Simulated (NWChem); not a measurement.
Molecule: LiOH; SMILES [Li][OH]

```xyz
3

Li    -0.7681    -0.7187    -0.6607
O      0.1917     0.1794     0.1649
H      0.7808     0.7305     0.6716
```
Atoms are numbered in this order, from 1.

All runs: NWChem. Geometry: optimised at PBE0/def2-SVP. Static field.

For level PBE/def2-TZVP:

```yaml
anisotropy (bohr³): 4.9
```

Q: What are these values for level PBE/def2-SVP?

A: 
| Quantity | Value |
|---|---|
| anisotropy (bohr³) | 7.4 |
